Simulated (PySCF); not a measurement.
# Correlation energy of Mn (manganese, neutral)

[Ar] 3d4 4s2 4p1, one real determinant (an excited configuration). Calculation: PySCF 2.14, in x2c-QZVPPall with one added diffuse shell each of s, p, d, f, g type (12s8p6d5f3g, 128 functions); the spin-free X2C one-electron Hamiltonian (Gaussian nucleus). Frozen: [Ne]; 15 electrons correlated.

MP2 pair energies summed by pair of shells (mhartree):

```json
{"pair": "3p-3d", "energy": "-142.28", "share (%)": "32.6"}
{"pair": "3p-3p", "energy": "-90.03", "share (%)": "20.6"}
{"pair": "3d-3d", "energy": "-42.45", "share (%)": "9.7"}
{"pair": "3s-3p", "energy": "-33.47", "share (%)": "7.7"}
{"pair": "3d-4s", "energy": "-27.24", "share (%)": "6.2"}
{"pair": "3s-3d", "energy": "-25.37", "share (%)": "5.8"}
{"pair": "3p-4s", "energy": "-22.44", "share (%)": "5.1"}
{"pair": "4s-4s", "energy": "-18.11", "share (%)": "4.1"}
{"pair": "4s-4p", "energy": "-17.99", "share (%)": "4.1"}
{"pair": "3s-3s", "energy": "-5.39", "share (%)": "1.2"}
{"pair": "3d-4p", "energy": "-4.88", "share (%)": "1.1"}
{"pair": "3p-4p", "energy": "-4.53", "share (%)": "1.0"}
{"pair": "3s-4s", "energy": "-2.03", "share (%)": "0.5"}
{"pair": "3s-4p", "energy": "-0.42", "share (%)": "0.1"}
```

Total MP2 correlation energy: -436.63 mhartree.

Same-spin part -141.86 and opposite-spin part -294.77 mhartree; SCS-MP2 scales them by 1/3 and 6/5 to -401.01 mhartree.

The reference is one real determinant that mixes LS terms of this configuration.

This basis was not built for core-valence correlation, so the inner-shell part is incomplete.
